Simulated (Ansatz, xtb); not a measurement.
Diatomic O$_{2}$-, multiplicity 2 (the spin of the measured ground state).

Seven points along R, fitted to fifth degree in 1/R; most abundant isotopes. Runs in def2 and cc sets follow the lowest solution found near the PBE0 minimum.

Programs: Ansatz (a program for electronic structure); xtb for the GFN methods.  The GFN methods have no spin term and hold the electronic entropy of 300 K.

```
level                                  r_e (Å)  ω_e (cm⁻¹)  ω_e x_e (cm⁻¹)  B_e (cm⁻¹)
-------------------------------------  -------  ----------  --------------  ----------
GFN1-xTB                                 1.360        1366             6.4        1.14
GFN2-xTB                                 1.341        1313             7.2        1.17
SVWN5/def2-TZVPP                         1.338        1194             7.7        1.18
PBE/def2-TZVPP                           1.363        1124             7.5        1.13
r2SCAN/def2-TZVPP                        1.351        1170             7.3        1.16
B97M-V/def2-TZVPP                        1.345        1182             7.7        1.16
B3LYP/def2-TZVPP                         1.347        1181             7.3        1.16
PBE0/def2-TZVPP                          1.328        1251             7.7        1.19
BHLYP/def2-TZVPP                         1.315        1311             7.5        1.22
CAM-B3LYP/def2-TZVPP                     1.332        1248             7.2        1.19
wB97X-V/def2-TZVPP                       1.330        1270             7.1        1.19
wB97M-V/def2-TZVPP                       1.334        1254             7.1        1.18
B2PLYP/def2-TZVPP                        1.358        1116             9.2        1.14
CCSD/aug-cc-pVTZ                         1.339        1188             7.7        1.18
CCSD/def2-TZVPP                          1.340        1209             8.0        1.17
CCSD/aug-cc-pVQZ                         1.332        1205             8.0        1.19
CCSD/def2-QZVPP                          1.336        1209             8.1        1.18
CCSD(T)/aug-cc-pVTZ                      1.356        1113             8.3        1.15
CCSD(T)/def2-TZVPP                       1.356        1135             8.7        1.15
CCSD(T)/aug-cc-pVQZ                      1.349        1128             8.7        1.16
CCSD(T)/def2-QZVPP                       1.352        1133             8.8        1.15
CCSD(T)/CBS(aug-cc-pVTZ, aug-cc-pVQZ)    1.346        1136             8.7        1.16
CCSD(T)/CBS(def2-TZVPP, def2-QZVPP)      1.349        1143             8.8        1.16
```

Frozen-core correlation. CBS(a, b) extrapolates the correlation energy as X⁻³ and adds the Hartree–Fock energy of set b.

Measured for the ground state: ω_e 1090 cm-1, ω_e x_e 8.1 cm-1 [Huber and Herzberg (1979), NIST Chemistry WebBook].
